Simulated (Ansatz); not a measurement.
Task: Name a neutral molecule of O, Si, Sn and H with HOMO energy (PBE/def2-TZVPP) between -6.40 and -6.10 eV and size of the dipole moment (ωB97M-V/def2-TZVPP) between 2.65 and 2.95 D (Ansatz, PBE0-D4/def2-TZVP geometry).

Result: `O[SiH2][SnH2][OH]` (-6.13 eV, 2.81 D). Other molecules can fit too; these were computed, each in one conformer that needn't be the lowest.
